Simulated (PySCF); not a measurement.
Si(OSiH3)2(H)(F) (FH7O2Si3), SMILES [SiH3]O[SiH](F)O[SiH3]. Atoms are numbered in the order given.

```xyz
13

Si     0.2568     1.1774    -0.0338
F      0.0560     1.5327     1.5297
O      1.4915     0.1150    -0.1580
Si     1.9361    -1.4876    -0.0959
O     -1.1365     0.5245    -0.5834
Si    -2.3386    -0.5938    -0.3077
H      0.5704     2.4104    -0.7693
H      0.8500    -2.3335    -0.6771
H      2.1731    -1.8955     1.3183
H      3.1841    -1.6564    -0.8891
H     -3.5673     0.1040     0.1647
H     -1.8944    -1.5779     0.7245
H     -2.6208    -1.3051    -1.5854
```
Charge 0, spin multiplicity 1.

Geometry: PBE0-D3(BJ)/def2-SVP. The values are those of a single conformer.

Computed with M06-2X/def2-TZVP run with PySCF.

Isolated molecule, no solvent.

Task: Estimate the frontier levels, gap, dipole moment and polarisability. (An estimate is asked for; the answer gives what the named calculation found.)

Result: 
```
Item                                                                                                            Value
---------------------------------------------------------------------------------------------  ----------------------
highest occupied level                                                                                      -10.44 eV
lowest empty level                                                                                            0.50 eV
orbital gap                                                                                                  10.93 eV
dipole moment                                                                                                  1.42 D
quadrupole, principal values (traceless, Buckingham form, about the centre of nuclear charge)   -5.80, 2.86, 2.94 D·Å
mean static polarisability                                                                      75.3 bohr³ (11.16 Å³)
polarisability, principal values                                                               68.6, 74.5, 82.7 bohr³
```
